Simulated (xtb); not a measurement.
C₂H₇BFNO, SMILES B(F)(O)N(C)C. All values are semi-empirical tight-binding results from xtb (GFN2-xTB unless named), good for trends rather than for accurate numbers. The structure is a stationary point at GFN2-xTB. The structure was generated by enumeration, and PubChem lists no compound with its InChIKey, so it may never have been made. The values are those of a single conformer.

| Item | Result |
|---|---|
| point group as xtb finds it | Cs |
| orbital gap | 6.69 eV |
| dipole moment | 4.24 D |
| zero-point energy | 63.5 kcal/mol |
| G − E(el) at 298.15 K (modified RRHO) | 43.8 kcal/mol |
| static polarisability (D4 model) | 55.6 bohr³ |
| solvation energy, GFN2-xTB/ALPB(water) | -6.8 kcal/mol |
| solvation energy, GFN2-xTB/ALPB(octanol) | -6.9 kcal/mol |

Computed IR lines (harmonic; lines under 4 % of the strongest left out, lines within 3 cm⁻¹ merged):
ν (cm⁻¹): 443 (m), 527 (m), 899 (s), 1024 (w), 1181 (s), 1284 (vs), 1413 (m), 1453 (s), 1515 (s), 2917 (m), 2929 (w), 2943 (w), 2953 (m), 3020 (w) (against the strongest line: vs over 80 %, s over 45 %, m over 15 %, w over 4 %, vw less)
